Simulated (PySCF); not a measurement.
First hyperpolarisability: `C=C(C)/C(C)=C/C`, C$_{7}$H$_{12}$

Molfile (atoms numbered from 1):
```
C7H12
     RDKit          3D

 19 18  0  0  0  0  0  0  0  0999 V2000
   -1.3939   -0.3596    1.8030 C   0  0  0  0  0  0  0  0  0  0  0  0
   -1.0120   -0.5150    0.5220 C   0  0  0  0  0  0  0  0  0  0  0  0
   -1.9372   -1.1841   -0.4557 C   0  0  0  0  0  0  0  0  0  0  0  0
    0.3045   -0.0403    0.0443 C   0  0  0  0  0  0  0  0  0  0  0  0
    1.2150    0.6185    1.0403 C   0  0  0  0  0  0  0  0  0  0  0  0
    0.6698   -0.1940   -1.2464 C   0  0  0  0  0  0  0  0  0  0  0  0
    1.9668    0.2418   -1.8568 C   0  0  0  0  0  0  0  0  0  0  0  0
   -0.7608    0.1205    2.5511 H   0  0  0  0  0  0  0  0  0  0  0  0
   -2.3692   -0.7165    2.1433 H   0  0  0  0  0  0  0  0  0  0  0  0
   -2.8667   -1.4967    0.0387 H   0  0  0  0  0  0  0  0  0  0  0  0
   -1.4734   -2.0770   -0.9047 H   0  0  0  0  0  0  0  0  0  0  0  0
   -2.2043   -0.5085   -1.2844 H   0  0  0  0  0  0  0  0  0  0  0  0
    0.7398    1.5086    1.4833 H   0  0  0  0  0  0  0  0  0  0  0  0
    1.4560   -0.0627    1.8725 H   0  0  0  0  0  0  0  0  0  0  0  0
    2.1596    0.9391    0.5844 H   0  0  0  0  0  0  0  0  0  0  0  0
   -0.0380   -0.6759   -1.9261 H   0  0  0  0  0  0  0  0  0  0  0  0
    2.0663    1.3409   -1.8743 H   0  0  0  0  0  0  0  0  0  0  0  0
    2.8392   -0.1476   -1.3070 H   0  0  0  0  0  0  0  0  0  0  0  0
    2.0520   -0.1064   -2.8954 H   0  0  0  0  0  0  0  0  0  0  0  0
  1  2  2  0
  2  3  1  0
  2  4  1  0
  4  5  1  0
  4  6  2  0
  6  7  1  0
  1  8  1  0
  1  9  1  0
  3 10  1  0
  3 11  1  0
  3 12  1  0
  5 13  1  0
  5 14  1  0
  5 15  1  0
  6 16  1  0
  7 17  1  0
  7 18  1  0
  7 19  1  0
M  END
```

Method used: quadratic response CAM-B3LYP/aug-cc-pVDZ first hyperpolarisability, Taylor convention, gas phase (PySCF 2.14.0). Geometry: PBE0-D3(BJ)/def2-SVP.

(1) Give β for the processes computed.

(2) Which lowest excitations, dipole and polarisabilities go with it?

## Answers

(1) In au, Taylor convention; the vector part is βᵢ = ⅓ Σⱼ (βᵢⱼⱼ + βⱼᵢⱼ + βⱼⱼᵢ); β∥ is 3/5 of the vector part along the dipole, the dipole points from − to +:
| process | λ (nm) | β vector norm | β∥ | β HRS | depolarisation ratio |
| --- | --- | --- | --- | --- | --- |
| static β(0;0,0) | ∞ | 223.8 | 134.2 | 86.0 | 6.76 |
| second harmonic β(−2ω;ω,ω) | 1907 | 244.3 | 146.4 | 93.9 | 6.67 |
| Pockels β(−ω;ω,0) | 1907 | 230.4 | 138.1 | – | – |
| second harmonic β(−2ω;ω,ω) | 1064 | 301.2 | 180.4 | 116.0 | 6.42 |
| Pockels β(−ω;ω,0) | 1064 | 245.8 | 147.3 | – | – |

(2) S1 5.39 eV (f = 0.555); S2 5.52 eV (f = 0.002); S3 6.08 eV (f = 0.002); dipole 0.62 D; isotropic α 93.0 au static, 93.3 au at 1907 nm, 94.2 au at 1064 nm, 94.5 au at 953.5 nm, 98.6 au at 532 nm.
